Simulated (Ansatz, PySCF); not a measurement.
System: sum formula SiOBr (charge -1, singlet). 
Coordinates optimised at B3LYP-D3(BJ)/def2-TZVP (Ansatz, a program for electronic structure):
```
Si
O 1 1.5399
Br 1 2.6357 2 109.89
```
Charge -1, spin multiplicity 1.

Total electronic energies in hartree. Correlated levels leave the core frozen unless marked. No spin-orbit coupling. Frozen are the shells of the preceding noble gas and the d and f shells that filled before the atom's block. Non-relativistic. CBS marks a two-point X^-3 extrapolation of the correlation energy; Hartree-Fock from the larger set.

```csv
level,program,energy (Eh)
HF/STO-3G,Ansatz,-2903.97666
RI-HF/def2-TZVPP,Ansatz,-2936.35627
RI-HF/def2-QZVPP,Ansatz,-2936.42014
RI-HF/def2-QZVPPD,Ansatz,-2936.42125
PBE/def2-TZVPD,Ansatz,-2938.44290
BHLYP-D4/def2-TZVPD,Ansatz + dftd4,?
TPSSh/def2-TZVPD,PySCF,-2938.97101
CAM-B3LYP-D3(BJ)/def2-TZVPD,Ansatz + dftd3,?
B2PLYP-D4/def2-TZVPD,Ansatz + dftd4,-2938.47246
SCS-MP2/6-31G,Ansatz,-2936.07755
SCS-MP2/def2-SVP,Ansatz,-2936.20856
SCS-MP2/def2-QZVPPD,Ansatz,-2936.97597
CCSD/def2-TZVPPD,Ansatz,-2936.89278
CCSD(T)/6-31G,Ansatz,-2936.09569
"CCSD(T)/CBS(def2-TZVPPD,def2-QZVPPD)",Ansatz,-2937.0539
```

Fill in the missing entries.


- BHLYP-D4/def2-TZVPD, energy (Eh): -2939.00299
- CAM-B3LYP-D3(BJ)/def2-TZVPD, energy (Eh): -2939.16194
